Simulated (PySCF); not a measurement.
PySCF 2.14 output of an unrestricted M06-2X calculation on a single atom or ion in cc-pVDZ (6s5p3d1f, 43 functions), with the non-relativistic Hamiltonian (point nucleus):

```
SCF conv_tol = 1e-09
number electrons alpha = 11  beta = 10
    Y. Zhao and D. G. Truhlar.,  Theor. Chem. Acc. 120, 215 (2008)
    Y. Zhao and D. G. Truhlar.,  Theor. Chem. Acc. 120, 215 (2008)
cycle= 1 E= -760.613063131398  delta_E= -0.00488  |g|= 0.0112  |ddm|=  1.6
cycle= 2 E= -760.613327067749  delta_E= -0.000264  |g|= 0.00539  |ddm|= 0.139
cycle= 3 E= -760.613388954423  delta_E= -6.19e-05  |g|= 0.00239  |ddm|= 0.166
cycle= 4 E= -760.613430545611  delta_E= -4.16e-05  |g|= 0.00138  |ddm|= 0.0411
cycle= 5 E= -760.613462679841  delta_E= -3.21e-05  |g|= 0.000887  |ddm|= 0.0362
cycle= 6 E= -760.613487278228  delta_E= -2.46e-05  |g|= 0.000216  |ddm|= 0.0514
cycle= 7 E= -760.613488103338  delta_E= -8.25e-07  |g|= 7.35e-05  |ddm|= 0.00939
cycle= 8 E= -760.613488138494  delta_E= -3.52e-08  |g|= 2.35e-05  |ddm|= 0.00206
cycle= 9 E= -760.613488140896  delta_E= -2.4e-09  |g|= 2.76e-06  |ddm|= 0.000553
cycle= 10 E= -760.61348814094  delta_E= -4.45e-11  |g|= 6.6e-07  |ddm|= 3.75e-05
converged SCF energy = -760.61348814094  <S^2> = 0.76447731  2S+1 = 2.0144253
```

The run itself started from symmetry-adapted Hartree-Fock orbitals and held the occupation by maximum overlap, on a logarithmic radial grid, so the iterations belong to that start.

Task: Which element, charge and spin multiplicity is this?

Result: Sc (scandium, neutral), multiplicity 2; the state was [Ar] 3d1 4s2, 2D determinant.
